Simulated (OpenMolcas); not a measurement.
Lines of Co I: computed and rescaled rates

```json
{
 "Program": "OpenMolcas",
 "Method": "MS-RASPT2, IPEA 0.25 Eh, imaginary shift 0.1 Eh (closed shells correlated: 3s 3p)",
 "Basis": "ANO-RCC-VTZP [6s5p3d2f1g]",
 "Scalar Hamiltonian": "DKH2, point nucleus",
 "Active space": "9 electrons in 9 orbitals (RAS2 3d 4s; RAS3 4p, at most 2 electrons)",
 "State averaging": "2S+1 = 4 even, 20 roots; 2S+1 = 2 even, 40 roots kept (CI in the orbitals of an earlier block); 2S+1 = 4 odd, 39 roots; 2S+1 = 6 odd, 30 roots kept (CI in the orbitals of an earlier block); 2S+1 = 2 odd, 21 roots kept (CI in the orbitals of an earlier block)",
 "Spin-orbit coupling": "state interaction with AMFI integrals over the reference wave functions, term energies averaged over their components"
}
```

Rates come from the transition moments of the reference wave functions (E1 and E2 in the length form). At fixed line strength A goes as λ^-3 for E1 and M1 and as λ^-5 for E2, so a rate at the computed wavelength can be rescaled to the measured one. Measured vacuum wavelengths follow from level energies in NIST Handbook of Basic Atomic Spectroscopic Data. Branching counts decays inside the model space alone, at computed energies, and the table is only a selection of the E2 and M1 lines, drawn from those between levels with measured partners whose computed energy lies within a factor of 1.5 of the measured one.

| Upper | Lower | Type | λ computed (nm) | λ measured (nm) | A computed (s-1) | A rescaled (s-1) | Branching % |
| --- | --- | --- | --- | --- | --- | --- | --- |
| 3d7 4s2 4F 3/2 | 3d7 4s2 4F 5/2 | M1 | 25840 | 24850 | 3.76e-03 | 4.23e-03 | 100.0 |
| 3d8 4s 4F 3/2 | 3d8 4s 4F 5/2 | M1 | 24220 | 25930 | 4.52e-03 | 3.68e-03 | 27.5 |
| 3d7 4s2 4F 5/2 | 3d7 4s2 4F 7/2 | M1 | 17640 | 16920 | 1.06e-02 | 1.20e-02 | 100.0 |
| 3d8 4s 4F 5/2 | 3d8 4s 4F 7/2 | M1 | 17220 | 18260 | 1.12e-02 | 9.39e-03 | 49.6 |
| 3d8 4s 4F 7/2 | 3d8 4s 4F 9/2 | M1 | 14780 | 15150 | 1.03e-02 | 9.56e-03 | 49.8 |
| 3d7 4s2 4F 7/2 | 3d7 4s2 4F 9/2 | M1 | 12930 | 12250 | 1.56e-02 | 1.83e-02 | 100.0 |
| 3d8 4s 2F 5/2 | 3d8 4s 2F 7/2 | M1 | 9296 | 9819 | 1.96e-02 | 1.66e-02 | 53.6 |
| 3d8 4s 2F 7/2 | 3d8 4s 4F 5/2 | M1 | 4165 | 3633 | 5.40e-03 |  | 12.4 |
| 3d8 4s 2F 5/2 | 3d8 4s 4F 3/2 | M1 | 3264 | 2954 | 1.19e-02 |  | 32.6 |
| 3d8 4s 2F 5/2 | 3d8 4s 4F 5/2 | M1 | 2876 | 2652 | 3.02e-03 |  | 8.3 |
| 3d8 4s 2F 7/2 | 3d8 4s 4F 9/2 | M1 | 2734 | 2525 | 3.53e-02 |  | 80.8 |
| 3d7 4s2 4P 3/2 | 3d7 4s2 4F 3/2 | E2 | 747.2 | 817.9 | 6.22e-03 | 3.96e-03 | 9.2 |
| 3d7 4s2 4P 1/2 | 3d7 4s2 4F 3/2 | E2 | 726.3 | 794.3 | 3.64e-02 | 2.33e-02 | 53.3 |
| 3d7 4s2 4P 3/2 | 3d7 4s2 4F 5/2 | E2 | 726.2 | 791.8 | 2.18e-02 | 1.41e-02 | 32.2 |
| 3d7 4s2 4P 5/2 | 3d7 4s2 4F 7/2 | E2 | 707.8 | 770.4 | 1.58e-02 | 1.03e-02 | 17.8 |
| 3d7 4s2 4P 1/2 | 3d7 4s2 4F 5/2 | E2 | 706.4 | 769.7 | 2.73e-02 | 1.78e-02 | 40.0 |
| 3d7 4s2 4P 3/2 | 3d7 4s2 4F 7/2 | E2 | 697.5 | 756.4 | 3.67e-02 | 2.45e-02 | 54.3 |
| 3d7 4s2 4P 5/2 | 3d7 4s2 4F 9/2 | E2 | 671 | 724.9 | 6.44e-02 | 4.38e-02 | 72.8 |
| 3d8 4s 4P 3/2 | 3d7 4s2 4F 3/2 | E2 | 515.6 | 716.1 | 7.20e-02 | 1.39e-02 | 9.4 |
| 3d8 4s 4P 1/2 | 3d7 4s2 4F 3/2 | E2 | 510.6 | 695.1 | 3.89e-01 | 8.32e-02 | 53.8 |
| 3d8 4s 4P 3/2 | 3d7 4s2 4F 5/2 | E2 | 505.5 | 696 | 2.30e-01 | 4.65e-02 | 29.9 |
| 3d8 4s 4P 1/2 | 3d7 4s2 4F 5/2 | E2 | 500.7 | 676.2 | 2.88e-01 | 6.41e-02 | 39.7 |
| 3d8 4s 4P 5/2 | 3d7 4s2 4F 7/2 | E2 | 494.8 | 696 | 1.23e-01 | 2.23e-02 | 15.3 |
| 3d8 4s 4P 3/2 | 3d7 4s2 4F 7/2 | E2 | 491.5 | 668.5 | 3.82e-01 | 8.21e-02 | 49.8 |
| 3d8 4s 4P 5/2 | 3d7 4s2 4F 9/2 | E2 | 476.5 | 658.6 | 4.83e-01 | 9.58e-02 | 60.2 |

Spin-changing lines and M1 lines between different terms are not rescaled, since their strength hangs on the term gaps too.

The largest correction is for 3d8 4s 4P 5/2 → 3d7 4s2 4F 7/2 (E2): 1.23e-01 × (494.8 / 696)^5 = 2.23e-02 s-1, a factor of 0.18.

The computed rate and branching of 3d7 4s2 4F 7/2 → 3d7 4s2 4F 9/2 give the upper level a radiative lifetime of 1.000 / 1.56e-02 s-1 = 6.41e+01 s, counting decays inside the model space alone. The rescaled rate gives about 5.5e+01 s.

No measured rate stands beside these. Rescaling mends the energy factor alone: line strengths can still be far off where a level mixes with configurations outside the active space, and weak or spin-changing lines hang on small mixing coefficients that depend on the term gaps too, so rescaling need not improve them.

CASPT2 does not keep the components of a term degenerate, so their means are used; among the terms shown or strongly mixed into the levels shown the widest spread is 2000 cm-1 (3d8 4s 2F). Terms from blocks run as CI alone lack orbitals of their own. A single d shell beside an s shell can misplace configurations of different d count against each other. Computed and measured levels are paired by configuration, term and J; levels that our copy of the source lacks, or whose pairing is in doubt (as where it misses far off the trend of its configuration), stay unpaired. Levels of configurations outside the active space are missing.
